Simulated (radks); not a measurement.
Values are calculated unless marked as measured or tabulated.
Question: Mean orbital radii <r> (bohr) of the holmium ion Ho16+, [Kr] 4d10 4f5, of relativity; Dirac values are averaged over j with weights 2j + 1. Spin-unpolarised spherical Kohn-Sham, BLYP, point nucleus unless stated (finite: rms radius 5.2022 fm), a radial shooting solver on a logarithmic mesh with Libxc functionals. A level marked "c x" has the speed of light scaled by that factor and shares open shells by 2j + 1; other Dirac levels either fill j = l - 1/2 first or share by 2j + 1.

| shell | non-rel. |
|---|---|
| 1s | 0.02263 |
| 2s | 0.09611 |
| 2p | 0.08143 |
| 3s | 0.2465 |
| 3p | 0.2363 |
| 3d | 0.2089 |
| 4s | 0.5423 |
| 4p | 0.5499 |
| 4d | 0.5647 |
| 4f | 0.5892 |
| 5s (empty) | 1.081 |
| 5p (empty) | 1.125 |

Give the values at the level "Dirac, low j first".

Answer: 
shell       Dirac, low j first  change of magnitude (%)
1s                     0.02073                    -8.38
2s                     0.08753                    -8.93
2p                     0.07768                    -4.61
3s                      0.2293                    -7.00
3p                      0.2280                    -3.53
3d                      0.2077                    -0.55
4s                      0.5093                    -6.09
4p                      0.5344                    -2.83
4d                      0.5645                    -0.04
4f                      0.5983                    +1.54
5s (empty)               1.028                    -4.90
5p (empty)               1.100                    -2.20
